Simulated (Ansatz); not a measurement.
Task: Name a neutral molecule of C, F, O, Si and H with HOMO energy (B3LYP/def2-TZVPP) between -8.15 and -7.85 eV and ideal-gas entropy at 298 K and 1 bar (rigid rotor, harmonic PBE0-D4/def2-TZVP) between 352 and 368 J/(mol·K) (Ansatz, PBE0-D4/def2-TZVP geometry).

Result: `C=C[Si](O)(O)F` (-8.03 eV, 364 J/(mol·K)). Other molecules can fit too; these were computed, each in one conformer that needn't be the lowest.

B3LYP here is the variant with VWN-RPA as its local correlation; programs differ in this.
